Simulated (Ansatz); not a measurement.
GaH6N, SMILES `[NH3+][GaH3-]`. Total charge 0; spin multiplicity 1.

```xyz
8

N     0.503    0.830    0.336
Ga   -0.551   -0.909   -0.368
H     1.505    0.678    0.304
H     0.245    1.043    1.292
H     0.287    1.636   -0.238
H    -0.004   -1.950    0.689
H     0.042   -0.958   -1.833
H    -2.027   -0.371   -0.183
```

(1) List the harmonic frequencies (cm⁻¹, unscaled) at PBE0-D4/def2-TZVP in Ansatz. (An estimate is asked.)

(2) Is this a minimum?

(3) Give the ideal-gas thermochemistry at 298.15 K and 1 bar (rigid rotor, harmonic oscillator; point group C3v, symmetry number 3).

(4) And at 400, 500, 600, 800 and 1000 K?

Answers

(1) The calculation gave: 113, 332, 375, 376, 675, 675, 747, 751, 751, 1201, 1656, 1656, 1907, 1907, 1924, 3502, 3625, 3625.

(2) Yes, all 18 modes are real.

(3) Zero-point energy 154.3 kJ/mol; H(298) − E = 170.3 kJ/mol; entropy 283.5 J/(mol·K), of which translation 164.9, rotation 84.8, vibration 33.8; G(298) − E = 85.8 kJ/mol.

(4) 
| T (K) | H − E (kJ/mol) | S (J/mol/K) | G − E (kJ/mol) |
| --- | --- | --- | --- |
| 400 | 179.0 | 308.6 | 55.6 |
| 500 | 188.9 | 330.5 | 23.6 |
| 600 | 199.7 | 350.2 | -10.4 |
| 800 | 223.8 | 384.8 | -84.0 |
| 1000 | 250.5 | 414.6 | -164.0 |
